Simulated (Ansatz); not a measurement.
H3GeN, SMILES `[NH2][GeH]` (excited triplet) (charge 0, multiplicity 3). This triplet is an excited state, 1.86 eV above the relaxed singlet at the level frozen-core CCSD(T)/cc-pVTZ // PBE0-D3(BJ)/def2-TZVP (Ansatz, a program for electronic structure).

Cartesian coordinates (Å):
SMILES: [NH2][GeH]
```xyz
5

N     -0.6732     0.0985    -0.1455
Ge     0.9888    -0.3153     0.5463
H     -1.2111     0.7814     0.3710
H     -1.2632    -0.6877    -0.3827
H      2.1587     0.1230    -0.3890
```
Charge 0, spin multiplicity 3.

Frozen-core energies in cc-pVDZ from Ansatz at a geometry from PBE0-D3(BJ)/def2-TZVP; the HF reference has <S^2> = 2.01 and the T1 diagnostic is 0.017.

| level | energy (Ha) |
|---|---|
| HF | -2131.47460 |
| MP2 | -2131.73315 |
| CCSD | -2131.75864 |
| CCSD(T) | -2131.76702 |

Problem. Estimate the energies of CCSDT and CCSDT(Q), and give each level's difference from CCSDT(Q).

Solution. 
```tsv
level	energy (Ha)	difference from CCSDT(Q) (mHa)
MP2	-2131.73315	35.26
CCSD	-2131.75864	9.78
CCSD(T)	-2131.76702	1.40
CCSDT	-2131.76775	0.67
CCSDT(Q)	-2131.76842	0.00
```
